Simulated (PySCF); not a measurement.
SMILES Cc1cccc([SiH3])c1 (C7H10Si), singlet (GFN2-xTB optimised geometry):

```
18

C     -2.172    -1.886    -0.003
C     -1.393    -0.604     0.000
C     -2.059     0.617     0.001
C     -1.347     1.802     0.001
C      0.037     1.781     0.000
C      0.731     0.576     0.000
Si     2.616     0.524     0.024
C     -0.007    -0.604     0.000
H     -2.796    -1.947    -0.894
H     -1.508    -2.746     0.016
H     -2.828    -1.933     0.866
H     -3.140     0.634     0.000
H     -1.873     2.746     0.000
H      0.585     2.712    -0.001
H      3.140     1.832    -0.375
H      3.081    -0.508    -0.907
H      3.078     0.197     1.377
H      0.518    -1.551    -0.002
```

Computed with CAM-B3LYP/def2-SVP (PySCF 2.14.0).

Problem. What are the frontier orbital energies and the dipole moment?

Solution. HOMO-2 -10.06 eV, HOMO-1 -8.44 eV, HOMO -8.19 eV, LUMO 0.69 eV, LUMO+1 1.18 eV; dipole moment 0.97 D.

Meta-Löwdin charges at CAM-B3LYP/def2-SVP: C1 -0.29, C2 0.03, C3 -0.11, C4 -0.10, C5 -0.10, C6 -0.22, Si7 0.52, C8 -0.11, H9 0.11, H10 0.10, H11 0.11, H12 0.10, H13 0.10, H14 0.10, H15 -0.11, H16 -0.11, H17 -0.11, H18 0.09.
